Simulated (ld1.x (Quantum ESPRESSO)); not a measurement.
## oxygen (O): excitation energies, all-electron against ultrasoft

```json
{
  "Element": "O (Z = 8)",
  "Generator": "ld1.x (Quantum ESPRESSO) 7.5",
  "Type": "ultrasoft",
  "Functional": "PBEsol",
  "Relativity": "scalar-relativistic",
  "Frozen core": "[He]",
  "Valence charge": "6",
  "Reference configuration": "2s2 2p4",
  "Partial waves": "2s (bound): rcut 0.65, rcutus 0.85 bohr; 2s channel at 1.4 Ry: rcut 0.65, rcutus 0.85 bohr; 2p (bound): rcut 1.20, rcutus 1.30 bohr; 2p channel at -0.25 Ry: rcut 1.20, rcutus 1.30 bohr; 3d channel at -0.15 Ry: rcut 0.85, rcutus 1.10 bohr",
  "Local potential": "all-electron potential smoothed inside 0.80 bohr (lloc = -1)",
  "Core correction": "Bessel-smoothed model core, default radius (core density twice the valence density)",
  "Augmentation charge": "PSQ, inside the norm-conserving radii"
}
```

Energies are relative to the spin-unpolarised reference configuration 2s2 2p4; without spin polarisation the order of configurations can differ from experiment.

```
valence configuration  charge  ΔE all-electron (eV)  error AE − PS (meV)
              2s2 2p3      +1                16.360                  -11
              2s2 2p2      +2                49.837                  -81
              2s1 2p4      +1                31.497                 +5.0
              2s1 2p5       0                14.855                 -4.9
              2s0 2p6       0                29.748                  -18
              2s2 2p0      +4               180.189                 -708
```

**Question.** What are ΔE and the potential's error for 2s2 2p1?

**Answer.** ΔE = 103.544 eV all-electron; the error (AE − PS) is -286 meV.

Levels in the configuration 2s1 2p5:

| level | all-electron (eV) | pseudo (eV) |
| --- | --- | --- |
| 2s | -24.273 | -24.274 |
| 2p | -9.399 | -9.390 |
